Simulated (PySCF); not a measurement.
## Tl+: excitation energy

Tl+ [Xe] 4f14 5d10 6s2 (1S) → Tl+ [Xe] 4f14 5d9 6s2 7s1, s spin flipped, as a difference of total energies. Calculation: PySCF 2.14, in x2c-TZVPPall with one added diffuse shell each of s, p, d, f type (12s8p7d4f, 99 functions); the spin-free X2C one-electron Hamiltonian (Gaussian nucleus). The calculations carry no spin-orbit coupling.

```
 method  excitation energy (cm⁻¹)
    UHF                    168100
r2SCANh                    175890
  wB97X                    175180
  HSE06                    174270
```

The upper determinant mixes two multiplicities, so it lies between the two terms.

The upper state lies above the first ionisation limit, where it may autoionise and the basis confines it. A Rydberg-like electron needs more diffuse functions than a valence basis has.

The promoted electron is Rydberg-like, and one or two diffuse shells describe it only roughly, which tends to raise the upper state.
